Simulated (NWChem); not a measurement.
# Basis-set convergence for HF3Si

SMILES: F[SiH](F)F
```xyz
5

Si     0.0259     0.3328     0.0000
F     -0.7710    -0.1809     1.3071
F     -0.7710    -0.1809    -1.3071
F      1.4860    -0.3567     0.0000
H      0.1408     1.8075     0.0000
```
Charge 0, spin multiplicity 1.

All runs are NWChem calculations. The geometry was optimised at PBE/def2-SVP, a minimum by its harmonic frequencies.

Quantity: LUMO energy at the level PBE.

The Pople sets run with spherical d functions. The structure started from a generated list of species.

```csv
basis,functions,LUMO energy (eV)
6-31G*,62,[?]
cc-pVDZ,65,0.11
def2-SVP,65,[?]
6-31+G*,78,-0.65
6-311G**,86,-0.10
def2-SVPD,101,-0.51
aug-pcseg-1,105,-0.74
aug-cc-pVDZ,105,-0.74
def2-TZVP,136,[?]
aug-cc-pVTZ,211,-0.68
```

**Question.** What belongs in the gaps?

**Answer.** 
- 6-31G*, LUMO energy (eV): 0.30
- def2-SVP, LUMO energy (eV): 0.22
- def2-TZVP, LUMO energy (eV): -0.12
